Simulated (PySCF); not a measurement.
C3H8OSSi.
Cartesian coordinates in Å at the PBE0-D3(BJ)/def2-SVP level; atoms count from 1:
```xyz
14
C3H8OSSi angstrom
C     -2.7150    0.2752   -0.3351
C     -2.2696    1.3933    0.2434
O     -0.9904    1.6904    0.5474
Si     0.3620    0.7342    0.2915
S      1.9658    1.9061    1.0529
C      3.3059    0.7354    0.6485
H     -2.0535   -0.5439   -0.6318
H     -3.7822    0.1583   -0.5266
H     -2.9504    2.2014    0.5322
H      0.5371    0.4487   -1.1648
H      0.2293   -0.5630    1.0215
H      4.2394    1.2016    0.9897
H      3.3794    0.5597   -0.4346
H      3.1830   -0.2223    1.1750
```

Computed with PySCF at CAM-B3LYP/def2-SVPD, non-relativistic, on one gas-phase PBE0-D3(BJ)/def2-SVP geometry that isn't relaxed in the solvent. The solvent is an IEF-PCM continuum (Bondi radii, 1.10 Å for H, scaled by 1.2), and excitations are vertical TDDFT with non-equilibrium linear response and a frozen core. Specific hydrogen bonds and non-electrostatic terms are outside this model.

Gas-phase singlets (H = HOMO, L = LUMO):

```tsv
state	E (eV)	λ (nm)	f	leading configurations
S1	5.435	228	0.001	H→L 62%, H-1→L 26%
S2	6.334	196	0.017	H-1→L 50%, H→L 19%
S3	6.442	192	0.021	H→L+2 50%, H-1→L+2 16%
S4	6.818	182	0.002	H→L+1 40%, H→L+2 23%
S5	6.906	180	0.004	H-1→L+2 59%, H→L+2 12%
```

Q: Give the list for chloroform (ε = 4.711), n² = 2.09.

A: 
| state | E (eV) | λ (nm) | f | leading configurations | change by rank (eV) |
| --- | --- | --- | --- | --- | --- |
| S1 | 5.518 | 225 | 0.002 | H→L 59%, H-1→L 30% | +0.083 |
| S2 | 6.368 | 195 | 0.039 | H-1→L 44%, H→L 22% | +0.034 |
| S3 | 6.427 | 193 | 0.022 | H→L+1 43%, H-1→L+1 32% | -0.015 |
| S4 | 6.863 | 181 | 0.391 | H→L+3 50%, H-1→L+3 46% | +0.045 |
| S5 | 6.899 | 180 | 0.003 | H→L+2 43%, H-1→L+4 15% | -0.007 |

Q: How do the frontier levels move from gas to chloroform?

A: 
```
orbital  gas (eV)  solvent (eV)  change (eV)
 LUMO+2      1.32          1.40        +0.08
 LUMO+1      1.23          1.25        +0.02
   LUMO      0.66          0.77        +0.11
   HOMO     -8.29         -8.31        -0.02
 HOMO-1     -8.49         -8.50        -0.01
 HOMO-2    -10.14        -10.12        +0.02
 HOMO-3    -11.15        -11.13        +0.02
```

The HOMO–LUMO gap goes from 8.95 to 9.08 eV. Rows go by rank; for LUMO+1 and LUMO+2 the atom shares or the degeneracy differ between the runs, so the row needn't follow one orbital.
